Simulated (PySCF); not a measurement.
**Dipole response of Pb⁺ (lead, charge +1)**

[Xe] 4f14 5d10 6s2 6p1, 2P determinant. Calculation: PySCF 2.14, in aug-cc-pwCVTZ-DK3 (11s10p8d5f1g, 125 functions); the spin-free X2C one-electron Hamiltonian (Gaussian nucleus). Coupled (time-dependent) response in atomic units; α is the mean over directions.

| method | mean α (bohr³) | α xx, yy, zz | C₆ (like pair) | S(−4) |
| --- | --- | --- | --- | --- |
| PBE0 | 27.48 | 24.00, 34.43, 24.00 | 236.9 | 259.6 |

S(−4) is the Cauchy moment in α(ω) = α(0) + S(−4) ω² + …

Spin-orbit coupling is absent.

α(iu) at PBE0:

```
u (hartree)  α(iu) (bohr³)
          0          27.48
     0.0500          26.85
      0.100          25.20
      0.200          20.69
      0.300          16.54
      0.500          11.03
      0.750          7.461
       1.00          5.541
       1.50          3.551
       2.00          2.521
       3.00          1.474
       5.00         0.6779
```

For an ion, C₆ is the dispersion term alone; charge-induced terms of lower order in 1/R come first.

The components differ because the open shell of this determinant is not spherical; for a pure term their mean is the scalar polarisability.

Spin-orbit coupling, absent here, splits the open shell strongly.
